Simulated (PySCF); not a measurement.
A geometry optimisation, step by step.

Compound: C3H7ClOSi.
Atom-mapped SMILES: `[CH3:1][O:2]/[CH:3]=[CH:4]\[SiH2:5][Cl:6]` (hydrogens: H7, H8, H9 on C1; H10 on C3; H11 on C4; H12, H13 on Si5)

Computed by this run: PBE0-D3(BJ)/def2-SVP geometry optimisation, gas phase in PySCF 2.14.0; density fitting, grid level 1; the optimiser is geomeTRIC in internal coordinates, started from a GFN2-xTB structure with every atom displaced at random (about 0.01 Å). 5 of its 10 geometries are shown. The frame can shift and turn from step to step; on so coarse a grid that alone can change the energy by a few meV, and forces under 0.02 eV/Å are noise.

Step 0: E = -25649.1656 eV, largest atomic force 3.439 eV/Å
```
atom  x, y, z in Å  |  force x, y, z in eV/Å
C1     -2.242   -0.580    0.275   -0.480   1.530   0.164
O2     -0.868   -0.405    0.256    0.845   0.434  -0.450
C3     -0.396    0.631   -0.478    3.054  -0.760   0.813
C4      0.966    0.855   -0.566   -2.994  -1.494   0.791
Si5     2.162   -0.266    0.293   -0.705   0.643  -0.022
Cl6     4.006    0.460   -0.135    1.095   0.322  -0.205
H7     -2.461   -1.409    0.914   -0.237  -0.776   0.578
H8     -2.743    0.340    0.670    0.088  -0.449   0.009
H9     -2.651   -0.750   -0.714   -0.192  -0.304  -0.656
H10    -1.119    1.257   -0.950   -0.871   0.627  -0.505
H11     1.251    1.691   -1.144    0.563   1.128  -0.782
H12     2.110   -1.634   -0.180   -0.098  -0.802  -0.216
H13     1.990   -0.208    1.749   -0.069  -0.100   0.480
```

Step 2: E = -25649.3509 eV, largest atomic force 0.408 eV/Å
```
atom  x, y, z in Å  |  force x, y, z in eV/Å
C1     -2.215   -0.408    0.561    0.029  -0.008   0.021
O2     -0.825   -0.240    0.433   -0.323  -0.087  -0.040
C3     -0.398    0.690   -0.435    0.302  -0.104   0.130
C4      0.905    0.749   -0.745    0.032   0.403  -0.057
Si5     2.146   -0.399    0.018    0.052   0.004   0.013
Cl6     4.055    0.283   -0.473   -0.126  -0.037  -0.009
H7     -2.375   -1.218    1.283   -0.019   0.016   0.012
H8     -2.698    0.510    0.940   -0.010  -0.004  -0.001
H9     -2.679   -0.692   -0.399   -0.004  -0.003   0.009
H10    -1.155    1.387   -0.826    0.024  -0.088   0.030
H11     1.225    1.579   -1.381    0.045  -0.089  -0.098
H12     2.038   -1.796   -0.493   -0.013   0.000  -0.005
H13     2.052   -0.418    1.505    0.010  -0.003  -0.005
```

Step 4: E = -25649.3626 eV, largest atomic force 0.250 eV/Å
```
atom  x, y, z in Å  |  force x, y, z in eV/Å
C1     -2.235   -0.401    0.554    0.019   0.091   0.041
O2     -0.842   -0.262    0.436    0.108  -0.077  -0.132
C3     -0.383    0.666   -0.421   -0.008   0.163   0.190
C4      0.921    0.773   -0.711   -0.039  -0.129   0.105
Si5     2.158   -0.393    0.028    0.014  -0.015  -0.058
Cl6     4.046    0.259   -0.543    0.048   0.012   0.011
H7     -2.415   -1.195    1.288   -0.022  -0.027   0.028
H8     -2.700    0.532    0.919   -0.007  -0.031  -0.030
H9     -2.699   -0.690   -0.404    0.001   0.001  -0.015
H10    -1.138    1.361   -0.810   -0.091   0.000  -0.109
H11     1.233    1.579   -1.377    0.008   0.028  -0.050
H12     2.017   -1.784   -0.490   -0.036  -0.022   0.028
H13     2.111   -0.416    1.518    0.006   0.006  -0.008
```

Step 7: E = -25649.3686 eV, largest atomic force 0.031 eV/Å
```
atom  x, y, z in Å  |  force x, y, z in eV/Å
C1     -2.228   -0.393    0.547   -0.006  -0.004   0.004
O2     -0.835   -0.267    0.415    0.001  -0.010  -0.025
C3     -0.378    0.684   -0.417   -0.012   0.017   0.024
C4      0.929    0.790   -0.691    0.011  -0.010  -0.019
Si5     2.150   -0.403    0.035   -0.009   0.003   0.011
Cl6     4.051    0.194   -0.557    0.002  -0.004  -0.004
H7     -2.412   -1.187    1.282    0.000   0.006  -0.002
H8     -2.685    0.543    0.914    0.001   0.005   0.000
H9     -2.702   -0.676   -0.409    0.001  -0.002   0.002
H10    -1.141    1.358   -0.833    0.010  -0.005  -0.003
H11     1.250    1.590   -1.363   -0.002   0.001   0.010
H12     1.948   -1.795   -0.460   -0.001   0.000   0.002
H13     2.127   -0.411    1.525    0.004   0.002   0.002
```

Step 9: E = -25649.3694 eV, largest atomic force under 0.02 eV/Å
```
atom  x, y, z in Å  |  force x, y, z in eV/Å
C1     -2.238   -0.376    0.535   -0.003  -0.001  -0.006
O2     -0.845   -0.287    0.382    0.010   0.003   0.001
C3     -0.372    0.677   -0.426   -0.005  -0.004   0.008
C4      0.939    0.783   -0.681   -0.004  -0.001  -0.013
Si5     2.152   -0.415    0.049   -0.004  -0.003   0.005
Cl6     4.056    0.158   -0.560   -0.005  -0.002  -0.001
H7     -2.432   -1.169    1.267    0.000   0.001  -0.001
H8     -2.665    0.569    0.913   -0.001   0.000   0.001
H9     -2.733   -0.641   -0.416    0.001   0.002   0.000
H10    -1.126    1.357   -0.846    0.004   0.001   0.000
H11     1.268    1.591   -1.339    0.006   0.002   0.006
H12     1.930   -1.809   -0.431    0.005  -0.001   0.001
H13     2.142   -0.410    1.539   -0.003   0.003   0.001
```

Problem. Summarise the path.

Solution. The energy falls by 19.66 kJ/mol from step 0 to step 9; nine tenths of that is first reached at step 2. It rises by more than 0.2 meV at step 3. The largest force goes from 3.439 to under 0.02 eV/Å. Among the bonds Si5–Cl6 changes most, from 2.028 to 2.079 Å; the atoms move by 0.056 Å rms after alignment.

Problem. Follow the three bonds and two angles with the largest change from start to end.

Solution. 
```
step  E above end (kJ/mol)  largest force (eV/Å)  Si5–Cl6 (Å)  C3=C4 (Å)  Si5–H12 (Å)  Si5–C4–H11 (°)  H8–C1–H9 (°)
   0                 19.66                 3.439        2.028      1.383        1.449           124.0         106.3
   1                  4.12                 0.787        2.097      1.342        1.492           121.5         108.8
   2                  1.79                 0.408        2.086      1.340        1.491           120.9         109.2
   3                  2.05                 0.556        2.076      1.341        1.490           121.1         109.4
   4                  0.66                 0.250        2.078      1.340        1.491           121.1         109.3
   5                  0.25                 0.075        2.079      1.340        1.491           121.1         109.2
   6                  0.15                 0.035        2.079      1.340        1.492           121.3         109.1
   7                  0.08                 0.031        2.079      1.340        1.491           121.2         109.1
   8                  0.03                 0.026        2.079      1.340        1.491           121.3         109.1
   9                  0.00            under 0.02        2.079      1.340        1.491           121.2         109.1
```

What follows is the cost of the whole optimisation. The run took 74 s of wall time on Arm Neoverse V1, one thread, shared host with 32 logical CPUs at a one-minute load of 28, and the process peaked at 0.52 GiB of memory.
